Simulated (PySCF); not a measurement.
Gas-phase reaction: InBr3 + 3 InF = 3 InBr + InF3

Energies from PySCF (xtb for GFN2), thermal terms from the rigid-rotor harmonic-oscillator model, ideal gas at 1 bar. † marks an energy on the PBE0/def2-TZVP geometry and frequencies; other levels use their own. MP2 freezes the core. All species are closed-shell singlets. In: scalar-relativistic def2 core potential, no spin-orbit coupling. Br: all electrons, no relativistic terms. MP2 isn't extrapolated to the basis-set limit; its ΔH°(298 K) is 37.3 kJ in def2-SVP and 61.7 kJ in def2-TZVPP. The harmonic model lacks anharmonicity and excited electronic states, which grow with temperature; levels with a mode under 35 cm⁻¹ are left out. Soft modes under 120 cm⁻¹ make the harmonic entropy rough for InBr3.

ΔH° and ΔS° at 298 K: BLYP/def2-TZVP† 58 kJ, 6 J/K; GFN2-xTB 246 kJ, 10 J/K; MP2/def2-TZVPP† 62 kJ, 6 J/K.

Question: With the heat capacities included, give log10 K (1 bar) at 500, 600, 800, 1400, 1600 K from BLYP/def2-TZVP†, GFN2-xTB, MP2/def2-TZVPP†.

Answer: 
| T (K) | BLYP/def2-TZVP† | GFN2-xTB | MP2/def2-TZVPP† |
|---|---|---|---|
| 500 | -5.8 | -25.1 | -6.2 |
| 600 | -4.8 | -20.9 | -5.1 |
| 800 | -3.6 | -15.5 | -3.8 |
| 1400 | -1.9 | -8.6 | -2.1 |
| 1600 | -1.7 | -7.5 | -1.8 |
